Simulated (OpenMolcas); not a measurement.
# SnCl2F2 (SMILES [F][Sn]([F])([Cl])[Cl]): the HOMO–LUMO gap, rung by rung

SnCl2F2: 5 atoms, total charge 0, spin state singlet. SMILES: `[F][Sn]([F])([Cl])[Cl]`. The coordinates come from a PBE0-D4/def2-TZVP relaxation.

Quantity: the HOMO–LUMO gap, in eV. The values are calculated.

| level | kind | program | value (eV) | CPU time |
| --- | --- | --- | --- | --- |
| HF/def2-SVP (core potential) | Hartree–Fock | OpenMolcas | 14.37 | 7 s |
| BLYP/def2-SVP (core potential) | GGA | OpenMolcas | 4.39 | 17 s |
| PBE/def2-SVP (core potential) | GGA | OpenMolcas | 4.50 | 16 s |
| revPBE/def2-SVP (core potential) | GGA | OpenMolcas | 4.56 | 15 s |
| M06-L/def2-SVP (core potential) | meta-GGA | OpenMolcas | 5.12 | 19 s |
| TPSS/def2-SVP (core potential) | meta-GGA | OpenMolcas | 4.75 | 20 s |
| r2SCAN/def2-SVP (core potential) | meta-GGA | OpenMolcas | 5.09 | 19 s |
| PBE0/def2-SVP (core potential) | global hybrid | OpenMolcas | 6.93 | 15 s |

The values span 4.39 to 14.37 eV. Orbital gaps aren't excitation energies; they tend to grow with the share of exact exchange. CPU times are rough (shared hosts, several kinds of processor): they show what a rung costs within a factor of a few.
